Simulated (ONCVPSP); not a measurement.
## oxygen (O) ONCV: all-electron and pseudo phase curves

ONCVPSP 4.0.1 input, shortened (lines: element, Z, core and valence counts, functional; n l f; lmax; l rc ep ncon nbas qcut; lloc lpopt rc5 dvloc0; l nproj debl; icmod fcfact rcfact), LDA (Perdew-Wang 92), scalar-relativistic:

```
  O 8.00    1    2  -001012      upf
    1    0    2.00
    2    0    2.00
    2    1    4.00
    1
    0    0.75    0.00    4    9    8.80
    1    1.30    0.00    3    6   11.90
    4    5    0.65    0.00
    0    2    0.60
    1    3    3.50
    3    3.00    1.05
```

In the s channel the program set the typed energies aside and used -0.873, 0.250 Ha.

The phase is arctan(r·R′/R) of the radial function R(r), unwrapped; energies in Ha, scanned from -2 to 5 Ha. A pole is an energy at which the radial function vanishes at the test radius. The pseudo phase is shifted by a multiple of π to meet the all-electron one at the reference energy, and phase errors are pseudo minus all-electron; the curves can meet again beyond the range given. Levels narrower than the energy grid can be missing from the lists of poles.

```json
{"channel": "s", "radius (bohr)": "0.76", "reference energy (Ha)": "-0.87", "poles, all-electron": "none", "poles, pseudo": "none", "unbroken range about the reference energy with phases within 0.05 rad": "the whole range", "phase error 1 Ha above the reference energy (rad)": "+0.000"}
{"channel": "p", "radius (bohr)": "1.32", "reference energy (Ha)": "-0.34", "poles, all-electron": "0.90", "poles, pseudo": "0.90", "unbroken range about the reference energy with phases within 0.05 rad": "the whole range", "phase error 1 Ha above the reference energy (rad)": "-0.000"}
```

Phases in the s channel:

| E (Ha) | all-electron | pseudo |
| --- | --- | --- |
| -1.98 | -0.228 | -0.228 |
| -1.80 | -0.289 | -0.289 |
| -1.62 | -0.349 | -0.349 |
| -1.44 | -0.408 | -0.408 |
| -1.26 | -0.465 | -0.465 |
| -1.08 | -0.520 | -0.520 |
| -0.90 | -0.574 | -0.574 |
| -0.72 | -0.624 | -0.624 |
| -0.54 | -0.673 | -0.673 |
| -0.36 | -0.719 | -0.719 |
| -0.18 | -0.762 | -0.762 |
| 0.00 | -0.804 | -0.804 |
| 0.18 | -0.843 | -0.843 |
| 0.36 | -0.879 | -0.879 |
| 0.54 | -0.914 | -0.914 |
| 0.72 | -0.946 | -0.946 |
| 0.90 | -0.977 | -0.977 |
| 1.08 | -1.006 | -1.006 |
| 1.26 | -1.033 | -1.033 |
| 1.44 | -1.059 | -1.059 |
| 1.62 | -1.083 | -1.083 |
| 1.80 | -1.106 | -1.106 |
| 1.98 | -1.128 | -1.128 |
| 2.16 | -1.149 | -1.149 |
| 2.34 | -1.168 | -1.168 |
| 2.52 | -1.187 | -1.187 |
| 2.70 | -1.204 | -1.204 |
| 2.88 | -1.221 | -1.221 |
| 3.06 | -1.237 | -1.237 |
| 3.24 | -1.252 | -1.252 |
| 3.42 | -1.266 | -1.266 |
| 3.60 | -1.280 | -1.280 |
| 3.78 | -1.293 | -1.294 |
| 3.96 | -1.306 | -1.306 |
| 4.14 | -1.318 | -1.318 |
| 4.32 | -1.329 | -1.330 |
| 4.50 | -1.341 | -1.341 |
| 4.68 | -1.351 | -1.352 |
| 4.86 | -1.361 | -1.362 |
